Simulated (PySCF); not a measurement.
H₂MoO₂S₂, SMILES [OH][Mo]([OH])(=[S])=[S], multiplicity 1. Atoms are numbered in the order given.

```xyz
7

Mo     0.0000     0.0000    -0.2331
S     -1.6961     0.0000     1.0193
S      1.6961     0.0000     1.0193
O      0.0000     1.5109    -1.2942
H      0.0000     2.4462    -1.0599
O      0.0000    -1.5109    -1.2942
H      0.0000    -2.4462    -1.0599
```

Geometry: PBE0-D3(BJ)/def2-SVP. The geometry has at least one imaginary mode, so it is a saddle point at that level. The multiplicity is an assumed one; other spin states were not compared. The def2 effective core potentials stand for the cores of Mo; spin–orbit coupling is left out. Other conformers were not sampled.

All values below come from TDA-PBE/def2-SVPD (PySCF 2.14.0).

Vertical excitations. Gas-phase values at a fixed geometry. State labels are in the subgroup C2v.

**Question.** List the lowest excited states. (The exact figures need the calculation; the answer reports its results.)

**Answer.** 
```
state  symmetry  energy (eV)  λ (nm)      f                                              main pairs
-----  --------  -----------  ------  -----  ------------------------------------------------------
S1           B2         2.71     458  0.001                                        HOMO→LUMO+1 98 %
S2           B1         2.77     447  0.026                                          HOMO→LUMO 83 %
S3           A2         3.14     395  0.000                                        HOMO−1→LUMO 98 %
S4           B2         3.50     355  0.001                                        HOMO−2→LUMO 98 %
S5           A2         3.55     349  0.000                                        HOMO→LUMO+2 99 %
S6           A1         3.85     322  0.010                                      HOMO−1→LUMO+1 73 %
S7           B1         3.94     314  0.000                    HOMO−2→LUMO+1 54 %, HOMO→LUMO+3 40 %
S8           B1         4.18     296  0.012  HOMO−1→LUMO+2 49 %, HOMO→LUMO+3 26 %, HOMO−4→LUMO 16 %
S9           A1         4.23     293  0.000                      HOMO−3→LUMO 51 %, HOMO→LUMO+4 44 %
S10          B1         4.26     291  0.000                                        HOMO−4→LUMO 83 %
T1           B1         1.96     633      0                                          HOMO→LUMO 99 %
T2           B2         2.47     503      0                                        HOMO→LUMO+1 98 %
T3           A2         2.89     429      0                                        HOMO−1→LUMO 97 %
T4           A1         3.00     414      0                                      HOMO−1→LUMO+1 94 %
```
Triplets are in the Tamm–Dancoff approximation.
